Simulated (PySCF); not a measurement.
**H₂PtO: one-bond stretch**

These are results of PySCF, PBE0, basis Pt def2-TZVP with ECP60, O def2-TZVP, H def2-TZVP (scalar-relativistic core potentials, no spin–orbit coupling, density fitting), not measurements.

Rigid scan from the singlet minimum (Pt–H 1.539 Å (×2), Pt–O 1.737 Å; H–Pt–H 84.7°, H–Pt–O 118.1° (×2)). Coordinate: the bond from Pt to the last atom (H) scaled, the rest fixed. Energies in kJ/mol from the minimum.

Task: Predict the curve at 0.92, 0.96, 1.00, 1.05, 1.12, 1.20, 1.35, 1.55, 1.80, 2.20.

Result: 
| scale of one bond | E (kJ/mol) | dipole size (D) |
| --- | --- | --- |
| 0.92 | 18.8 | 3.18 |
| 0.96 | 4.2 | 3.14 |
| 1.00 | 0.0 | 3.11 |
| 1.05 | 5.3 | 3.06 |
| 1.12 | 25.9 | 2.99 |
| 1.20 | 60.4 | 2.91 |
| 1.35 | 136.4 | 2.77 |
| 1.55 | 232.8 | – |
| 1.80 | 326.4 | – |
| 2.20 | 417.7 | – |

At long bonds a restricted determinant can lie too high, and another spin state can fall below this curve.

No spin–orbit coupling is included, which matters more the heavier the element.

The scan took 13 s on 2 threads of a shared Arm Neoverse V1 host; the process peaked at 0.96 GiB.
